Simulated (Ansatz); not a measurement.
Isolated molecules relaxed with PBE0-D4/def2-TZVP in Ansatz; ΔE leaves out vibrations. CBS: MP2 limit from def2 TZ/QZ plus the TZ coupled-cluster correction, frozen cores. Functionals use def2-TZVPP. Elements past krypton have def2 core potentials. For Sb outer-core shells are correlated without core-valence functions, which leaves a few kJ/mol of doubt a bond. Each species was taken in one conformer, which may not be the lowest.

Consider the cleavage of the B–Sb bond: `[BH2][SbH][CH3]` + `N=C(O)[SiH3]` → `B/N=C(/O)[SiH3]` + `[CH3][SbH2]`.

**Question.** Is it downhill or uphill in electronic energy at CCSD(T)/CBS, and by how much? (Best estimate.)

**Answer.** Computed: Downhill: ΔE = -98.1 kJ/mol.

**Question.** What do these levels give: revPBE-D4, r2SCAN-D4, CAM-B3LYP-D4, BHLYP, HF/def2-SVP, CCSD/def2-SVP? (Best estimate.)

**Answer.** The calculation gave: revPBE-D4 -112.5, r2SCAN-D4 -113.9, CAM-B3LYP-D4 -119.8, BHLYP -113.7, HF/def2-SVP -113.7, CCSD/def2-SVP -120.0 kJ/mol.

**Question.** What do rigid-rotor, harmonic-oscillator terms from PBE0-D4/def2-TZVP frequencies (298.15 K, 1 bar) make of the CCSD(T)/CBS value? (Best estimate.)

**Answer.** Computed: ΔZPE = -6.7 kJ/mol, ΔH = -104.9 kJ/mol, ΔS = -2 J/(mol·K), ΔG = -104.3 kJ/mol.

Largest T1 diagnostic among the species: 0.015.

From r2SCAN to r2SCAN0 (25 % exact exchange), in def2-TZVPP and without D4, ΔE moves by +4.0 kJ/mol. Leaving LDA and LC-ωPBE aside and taking each functional with its dispersion term where it has one, the values, not all of them listed here, spread over 19.8 kJ/mol, from BLYP-D4 to PBE-QIDH. LDA lies −13.8 kJ/mol from PBE without D4.
